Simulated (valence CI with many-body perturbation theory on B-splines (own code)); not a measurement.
# I12+: M1 decay

Calculated by valence CI with perturbative core correlation (CI+MBPT): five valence electrons over a frozen Dirac-Fock core [Kr], radial functions for each j: 7 s, 7 p, 8 d, 6 f, 4 g, 1 h, with the one-electron correlation potential Σ1, the two-electron term Σ2, the three-electron term Σ3, Breit, model QED; selected CI, second order for the rest, scaled by the run's own slope (own B-spline code, finite nucleus).

No measured spectrum was set against this ion. As an estimate, terms of the open shell hold to 2 to 4 % of their energy, and close levels can change places. Core correlation moves these levels by up to 11000 cm⁻¹, and in measured spectra 5 to 20 % of such shifts remained as error; rates that hang on mixing are uncertain with them. Among the levels kept, up to 390 cm⁻¹ of a level comes from second order outside the variational space, and about a tenth of that is noise between levels of different J, which matters for small intervals. The list stops below the first excitations out of the core. Only levels of the ground parity were solved; by the run's estimate the other parity begins above the list, which can be wrong where configurations are misplaced.

Lines 51 to 100 of 120 in falling wavelength, among levels below 479140 cm⁻¹, chosen from the decays that carry over 1 % of a level's rate. Wavelengths and rates use the calculated energies, so an error of 2000 cm⁻¹ moves a line at 4679 Å by 9.4 % and its rate by three times that or more. S is in atomic units (e²a₀⁴ for E2 and M2, e²a₀⁶ for E3), for M1 in squared Bohr magnetons. Weak lines are less certain than strong ones. Lines between different terms over intervals too small for the method are left out, as are lines whose strength nearly cancels.

Names give the largest LS component (configuration and term), which can be under half, so a name can repeat, a term be missing and a line seem to break the LS rules; names also repeat where a configuration has a term twice. Letters in brackets count levels of one name in rising energy.

```
λ vac (Å)           Upper           Lower  Type   A (s⁻¹)  S (a.u.)
     4679  4d5 2D_3/2 [a]      4d5 4P_3/2    M1  4.02e+01  6.11e-01
     4562  4d5 2F_7/2 [a]      4d5 4G_9/2    M1  2.28e+01  6.43e-01
     4492  4d5 2F_7/2 [a]  4d5 4G_5/2 [b]    M1  2.96e-01  7.96e-03
     4465  4d5 2F_7/2 [c]  4d5 2G_9/2 [a]    M1  4.05e+01  1.07e+00
     4412     4d5 2H_11/2  4d5 2G_9/2 [a]    M1  1.97e+01  7.53e-01
     4406      4d5 4D_5/2  4d5 4G_5/2 [a]    M1  1.85e+01  3.51e-01
     4385  4d5 2F_5/2 [b]      4d5 4P_3/2    M1  9.06e+00  1.70e-01
     4290     4d5 2I_13/2     4d5 4G_11/2    M1  5.16e+00  2.11e-01
     4204      4d5 4F_5/2      4d5 4D_7/2    M1  1.24e+01  2.05e-01
     4204  4d5 2D_3/2 [a]      4d5 4D_1/2    M1  2.35e+01  2.59e-01
     4144  4d5 2F_7/2 [c]  4d5 2F_7/2 [a]    M1  2.66e+01  5.62e-01
     4109  4d5 2G_9/2 [b]  4d5 2G_9/2 [a]    M1  3.57e+00  9.17e-02
     4079      4d5 4F_3/2      4d5 4D_3/2    M1  8.37e+01  8.42e-01
     4062     4d5 2H_11/2     4d5 2I_13/2    M1  4.14e+01  1.23e+00
     4052  4d5 2F_7/2 [a]      4d5 4G_7/2    M1  3.67e-01  7.24e-03
     3958  4d5 2G_9/2 [a]     4d5 4G_11/2    M1  2.30e+01  5.29e-01
     3900  4d5 2D_3/2 [a]      4d5 4D_5/2    M1  3.32e+01  2.92e-01
     3864      4d5 2H_9/2      4d5 4D_7/2    M1  1.23e+01  2.62e-01
     3809  4d5 2F_5/2 [a]  4d5 4G_5/2 [b]    M1  2.32e+02  2.85e+00
     3790  4d5 2F_5/2 [a]      4d5 4D_3/2    M1  1.33e+01  1.61e-01
     3786  4d5 2G_9/2 [a]      4d5 4G_7/2    M1  1.75e+01  3.52e-01
     3708      4d5 4P_3/2  4d5 4G_5/2 [a]    M1  8.63e+00  6.53e-02
     3693  4d5 2F_5/2 [b]      4d5 4D_5/2    M1  1.21e+01  1.36e-01
     3615  4d5 2G_7/2 [a]      4d5 4D_7/2    M1  1.46e+01  2.05e-01
     3568  4d5 2F_7/2 [b]      4d5 4D_5/2    M1  2.69e+01  3.63e-01
     3488  4d5 2F_5/2 [a]      4d5 4G_7/2    M1  2.94e+01  2.77e-01
     3379     4d5 2H_11/2     4d5 2I_11/2    M1  1.51e+02  2.60e+00
     3205  4d5 2F_7/2 [a]  4d5 4G_5/2 [a]    M1  3.52e+00  3.44e-02
     3199  4d5 2G_9/2 [b]     4d5 2I_11/2    M1  3.34e+01  4.05e-01
     3135  4d5 2F_5/2 [b]      4d5 4D_7/2    M1  4.05e+01  2.78e-01
     3063  4d5 2F_7/2 [c]      4d5 4D_5/2    M1  4.87e+00  4.15e-02
     3057      4d5 4F_5/2  4d5 4G_5/2 [b]    M1  4.69e+01  2.98e-01
     3044  4d5 2F_7/2 [b]      4d5 4D_7/2    M1  1.00e+02  8.39e-01
     3001      4d5 4F_3/2  4d5 4G_5/2 [a]    M1  7.17e+01  2.87e-01
     2901      4d5 2H_9/2      4d5 4G_9/2    M1  1.01e+02  9.12e-01
     2872  4d5 4G_5/2 [a]      4d5 6S_5/2    M1  8.57e+01  4.52e-01
     2847      4d5 4F_5/2      4d5 4G_7/2    M1  5.10e+01  2.62e-01
     2841  4d5 2F_5/2 [a]  4d5 4G_5/2 [a]    M1  6.53e+00  3.33e-02
     2772      4d5 2H_9/2     4d5 4G_11/2    M1  3.78e+01  2.99e-01
     2759  4d5 2G_7/2 [a]      4d5 4G_9/2    M1  3.55e+01  2.21e-01
     2733  4d5 2G_7/2 [a]  4d5 4G_5/2 [b]    M1  2.38e+00  1.44e-02
     2686      4d5 2H_9/2      4d5 4G_7/2    M1  4.35e+01  3.13e-01
     2669  4d5 2F_7/2 [c]      4d5 4D_7/2    M1  5.12e+00  2.89e-02
     2564  4d5 2G_7/2 [a]      4d5 4G_7/2    M1  8.31e-01  4.15e-03
     2538  4d5 2D_3/2 [a]  4d5 4G_5/2 [b]    M1  3.15e+00  7.65e-03
     2537  4d5 2G_9/2 [b]      4d5 4D_7/2    M1  4.24e+01  2.57e-01
     2530  4d5 2D_3/2 [a]      4d5 4D_3/2    M1  7.02e+00  1.68e-02
     2449  4d5 2F_5/2 [b]  4d5 4G_5/2 [b]    M1  2.88e+01  9.41e-02
     2441  4d5 2F_5/2 [b]      4d5 4D_3/2    M1  1.55e+01  5.03e-02
     2419      4d5 4G_7/2      4d5 6S_5/2    M1  2.37e+00  9.96e-03
```
